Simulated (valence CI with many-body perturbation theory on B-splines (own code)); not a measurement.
La LIII: calculated level list

Calculated by relativistic CI+MBPT: three valence electrons over a frozen Dirac-Fock core [He], a basis of 11 s, 11 p, 10 d, 8 f, 5 g, 2 h functions for each j, with the one-electron correlation potential Σ1, the two-electron term Σ2, the three-electron term Σ3, Breit, model QED; selected CI, second order for the rest, scaled by the run's own slope (own B-spline code, finite nucleus).

No measured spectrum was set against this ion. As an estimate, large intervals hold to a few tenths of a per cent, small ones and those within an open d or f shell to about a per cent.

Levels 136 to 167 of 167, with energies above the lowest level, (2s^2 2p1/2) J=1/2. "Leading %" is the weight of the configuration and term that name the level; weights of strongly mixed levels are sums over their largest components and can fall short. In the jj column 3d3/2^4 stands for four electrons in 3d with j = 3/2.

```tsv
No.	Configuration	Term	J	E (eV)	Leading %	Leading jj	g
136	2s.2p.4s	2P°	1/2	8038.2	85	2s 2p1/2 4s (99 %)	0.924
137	2s.2p.4p	4D	3/2	8054.6	44	2s 2p1/2 4p1/2 (99 %)	1.123
138	2s.2p.4p	4P	1/2	8062.6	44	2s 2p1/2 4p1/2 (99 %)	1.827
139	2s.2p.4p	4P	3/2	8089.5	30	2s 2p1/2 4p3/2 (100 %)	1.368
140	2s.2p.4d	4F°	3/2	8104.6	60	2s 2p1/2 4d3/2 (100 %)	0.677
141	2s.2p.4p	2P	1/2	8113.7	46	2s 2p1/2 4p3/2 (98 %)	1.298
142	2s.2p.4p	4D	5/2	8113.8	44	2s 2p1/2 4p3/2 (99 %)	1.336
143	2s.2p.4p	2D	3/2	8114.7	42	2s 2p1/2 4p3/2 (99 %)	1.287
144	2s.2p.4d	4F°	5/2	8122.5	39	2s 2p1/2 4d5/2 (88 %)	1.197
145	2s.2p.4d	2F°	5/2	8128.6	35	2s 2p1/2 4d3/2 (86 %)	1.086
146	2s.2p.4f	4G	5/2	8131.5	45	2s 2p1/2 4f5/2 (100 %)	0.841
147	2s.2p.4d	2P°	3/2	8132.1	25	2s 2p1/2 4d3/2 (98 %)	1.093
148	2s.2p.4d	4D°	1/2	8133.0	56	2s 2p1/2 4d3/2 (99 %)	0.424
149	2s.2p.4f	4F	7/2	8139.3	26	2s 2p1/2 4f7/2 (100 %)	1.145
150	2s.2p.4d	4F°	7/2	8146.6	38	2s 2p1/2 4d5/2 (99 %)	1.239
151	2s.2p.4d	2F°	5/2	8149.5	44	2s 2p1/2 4d5/2 (98 %)	1.140
152	2s.2p.4d	2D°	3/2	8149.8	38	2s 2p1/2 4d5/2 (97 %)	1.097
153	2s.2p.4f	2G	7/2	8155.9	35	2s 2p1/2 4f5/2 (99 %)	0.999
154	2s.2p.4f	4F	3/2	8156.4	50	2s 2p1/2 4f5/2 (99 %)	0.652
155	2s.2p.4f	4G	5/2	8156.6	31	2s 2p1/2 4f5/2 (99 %)	0.928
156	2s.2p.4f	2G	9/2	8163.4	38	2s 2p1/2 4f7/2 (99 %)	1.185
157	2s.2p.4f	2G	7/2	8164.4	32	2s 2p1/2 4f7/2 (99 %)	1.139
158	2s.2p.4f	2D	5/2	8164.4	38	2s 2p1/2 4f7/2 (99 %)	1.068
159	2p2.4s	4P	1/2	8226.2	47	2p1/2^2 4s (97 %)	2.000
160	2p2.4p	2P°	1/2	8246.1	44	2p1/2^2 4p1/2 (98 %)	0.659
161	2p2.4p	2P°	3/2	8304.9	33	2p1/2^2 4p3/2 (98 %)	1.330
162	2p2.4d	2D	3/2	8318.8	41	2p1/2^2 4d3/2 (98 %)	0.792
163	2p2.4d	2D	5/2	8338.3	34	2p1/2^2 4d5/2 (98 %)	1.197
164	2p2.4f	2F°	5/2	8344.4	40	2p1/2^2 4f5/2 (98 %)	0.852
165	2p2.4f	2F°	7/2	8352.3	35	2p1/2^2 4f7/2 (98 %)	1.139
166	2s.2p.4s	4P°	5/2	8468.7	100	2s 2p3/2 4s (100 %)	1.581
167	2s.2p.4s	2P°	3/2	8475.2	82	2s 2p3/2 4s (100 %)	1.380
```
